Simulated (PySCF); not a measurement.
PBE0-D3(BJ)/def2-TZVP geometry optimisation, gas phase with PySCF 2.14 and geomeTRIC: [MoOCl4]-, charge -1, multiplicity 2. Start (model start, shaken):

```
6

Mo    0.0000    0.0045   -0.0041
O    -0.0134   -0.0068    1.6951
Cl    2.2266    0.0201   -0.3998
Cl   -2.2350    0.0073   -0.3871
Cl    0.0016    2.2117   -0.3929
Cl    0.0104   -2.2458   -0.3993
```

```tsv
step	E − E(start) / kcal mol⁻¹	largest force / Eh bohr⁻¹
0	0.00	0.10302
1	-9.36	0.01168
2	-8.59	0.01424
3	-11.14	0.00693
4	-9.72	0.01048
5	-11.45	0.00871
6	-11.91	0.00596
7	-12.09	0.00198
8	-12.11	0.00210
9	-12.10	0.00161
10	-12.11	0.00005
```

The optimisation met its thresholds. End point:

```
6

Mo   -0.0014   -0.0017    0.1762
O     0.0004   -0.0032    1.8228
Cl    2.2560    0.0003   -0.4713
Cl   -2.2605   -0.0026   -0.4659
Cl   -0.0034    2.2548   -0.4729
Cl   -0.0009   -2.2567   -0.4769
```

Metal–donor distances, start → end: O2 1.699 → 1.647 Å, Cl3 2.261 → 2.348 Å, Cl4 2.268 → 2.349 Å, Cl5 2.241 → 2.348 Å, Cl6 2.285 → 2.348 Å.

No frequencies were computed, so the end point may be a saddle point.

The job took 6 min on one thread of Arm Neoverse V2 (shared host), with 219 basis functions and a peak of 1 GiB, launched as `OMP_NUM_THREADS=1 python lf_run.py task.json out`.
